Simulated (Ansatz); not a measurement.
Two isomers of CH4ClNOSSi: A = `O[Si]1(Cl)NCS1`, B = `N[Si](S)(Cl)C=O`.

Calculated with Ansatz (gas phase, PBE0-D4/def2-TZVP geometries, no zero-point term in ΔE). CCSD(T)/CBS is the MP2 limit (def2-TZVPP, def2-QZVPP) plus CCSD(T) − MP2 in def2-TZVPP, frozen cores. Functionals use def2-TZVPP. B3LYP here is the variant with VWN-RPA as its local correlation; programs differ in this. Each species was taken in one conformer, which may not be the lowest.

Question: Which is lower in electronic energy at CCSD(T)/CBS, and by how much? (Estimate.)

Answer: The calculation gave: A, by 136.4 kJ/mol.

Question: Give E(B) − E(A) in kJ/mol with B3LYP, MP2/def2-TZVPP, CCSD(T)/def2-TZVPP, CCSD/def2-TZVPP, ωB97M-V, HF/def2-TZVPP, PBE-D4. (An estimate is asked.)

Answer: Ansatz gave: B3LYP 116.0, MP2/def2-TZVPP 145.3, CCSD(T)/def2-TZVPP 130.5, CCSD/def2-TZVPP 131.2, ωB97M-V 134.3, HF/def2-TZVPP 118.9, PBE-D4 123.6. None reverses the order clearly.

Largest T1 diagnostic: 0.013.

In def2-TZVPP, CCSD(T) changes the Hartree–Fock value by +11.6 kJ/mol (the triples alone add −0.7 kJ/mol) and MP2 by +26.4 kJ/mol. From PBE to PBE0 (25 % exact exchange), in def2-TZVPP and without D4, E(B) − E(A) moves by +16.5 kJ/mol.
